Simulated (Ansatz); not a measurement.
Breaking the Sb1–H2 bond in ClH2Sb (SMILES [Cl][SbH2]) (multiplicity 1 held, fragments rigid). Energies count from the point at 1.719 Å.
Geometry at that point (charge 0, multiplicity 1):
| atom | x (Å) | y (Å) | z (Å) |
|---|---|---|---|
| Sb | -0.3356 | -0.3430 | 0.3187 |
| H | -0.0005 | -1.7012 | -0.6794 |
| H | -1.7192 | 0.0248 | -0.6320 |
| Cl | 1.1081 | 1.1276 | -0.8788 |

Restricted levels (R-, RO-) in cc, def2 and unpolarised 6-31G sets keep to the state of the molecule at rest. U- levels take the lowest unrestricted solution at each point, which mixes spins at long bonds. Active spaces are followed from a long bond inwards. Levels need not reach the same state.

Cores are frozen in the correlated methods. Filled d and f shells under p-block atoms count as core.

Run with Ansatz (a program for electronic structure).  In def2 rows elements past Kr take small-core potentials, without spin–orbit coupling.

Energies in kcal/mol.

| R (Å) | U-HF/def2-SVP | R-SCS-MP2/def2-SVP | U-CCSD/def2-SVP | FIC-MRCISD on CASSCF(2,2)/def2-SVP | FIC-MRCISD+Q on CASSCF(2,2)/def2-SVP |
|---|---|---|---|---|---|
| 1.375 | 31.2 | ? | 32.6 | 32.7 | 32.6 |
| 1.547 | 5.3 | 5.9 | 6.2 | 6.3 | 6.2 |
| 1.719 | 0.0 | 0.0 | 0.0 | 0.0 | 0.0 |
| 1.890 | 5.1 | 4.3 | 3.8 | 3.6 | 3.7 |
| 2.062 | 15.2 | 13.4 | 12.2 | 11.7 | 11.8 |
| 2.320 | 31.1 | 29.8 | 27.5 | 25.8 | 25.9 |
| 2.578 | 39.2 | 45.8 | 41.8 | 38.5 | 38.7 |
| 3.007 | 44.2 | 67.2 | 56.7 | 52.7 | 52.9 |
| 3.437 | 45.6 | ? | 61.3 | 59.3 | 59.5 |
| 3.953 | 46.0 | 87.3 | 62.5 | 62.0 | 62.3 |
| 4.640 | 46.1 | ? | 62.7 | 62.9 | 63.1 |
| 5.499 | 46.2 | 64.3 | 62.8 | 63.0 | 63.3 |

Q: Some entries are withheld; supply them.

A: 
- 4.640, R-SCS-MP2/def2-SVP: 82.7
- 3.437, R-SCS-MP2/def2-SVP: 80.7
- 1.375, R-SCS-MP2/def2-SVP: 32.2

Doubts at one or more of the structures used: a spin-contaminated determinant (U-HF/def2-SVP, U-CCSD/def2-SVP); a restricted determinant that unrestricted orbitals would lower (R-SCS-MP2/def2-SVP); T1 above 0.05 (U-CCSD/def2-SVP).
